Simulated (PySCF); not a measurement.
All values below come from PBE0-D3(BJ)/def2-TZVP (PySCF). Gas-phase values, no solvent. Excitations are Tamm–Dancoff values on a coarser integration grid. The basis has no diffuse functions, so Rydberg states are missing or too high.

Reference species (SMILES): `C/C=C\Cl` (neutral, multiplicity 1).

```
Quantity                                       Value
-------------------------------------------  -------
brightest of the four lowest singlets (TDA)  7.20 eV
S1–T1 gap (TDA)                              2.66 eV
dipole moment                                 1.62 D
```

Changed species: `ClC(C)=C`.

Give the shifts of the brightest of the four lowest singlets (TDA), S1–T1 gap (TDA) and dipole moment.

the brightest of the four lowest singlets (TDA) decreases by 0.04 eV, to 7.16 eV; the S1–T1 gap (TDA) drops by 0.09 eV, to 2.57 eV; the dipole moment hardly moves.
